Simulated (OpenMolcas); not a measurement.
A calculation on Ar+.

```
Program             : OpenMolcas
Method              : CASSCF
Basis               : ANO-RCC-VQZP [6s5p3d2f1g]
Scalar Hamiltonian  : DKH2, point nucleus
Active space        : 7 electrons in 8 orbitals (3s 3p 4s 4p)
State averaging     : 2S+1 = 2 odd, 3 roots; 2S+1 = 2 even, 1 root
Spin-orbit coupling : state interaction with AMFI integrals over the reference wave functions, term energies averaged over their components
```

**Question.** Which level of the active space comes out lowest?

**Answer.** 3s² 3p⁵ ²P°_3/2, with 100 % of that term; it is also the measured ground level.

**Question.** How high does 3s² 3p⁵ ²P°_1/2 lie?

**Answer.** 1363 cm⁻¹ above the lowest level; measured 1432 cm⁻¹ above the ground level, so the calculation is off by -5 %.

**Question.** How high does 3s 3p⁶ ²S_1/2 lie?

**Answer.** 149250 cm⁻¹ above the lowest level; measured 108722 cm⁻¹ above the ground level, so the calculation is off by +37 %.

Measured values: NIST Handbook of Basic Atomic Spectroscopic Data.

Without dynamic correlation excited terms often stand tens of per cent too high (terms of higher spin than the ground term too low), and those without a measured partner can miss by more than the paired ones. Active for correlation alone: 4p 4s; no level in the range computed is led by a configuration that fills them, so any true level of that kind is missing. Computed and measured levels are paired by configuration, term and J; levels that our copy of the source lacks, or whose pairing is in doubt (as where it misses far off the trend of its configuration), stay unpaired and out of the deviations. Only configurations of the active space appear.

° marks odd parity.
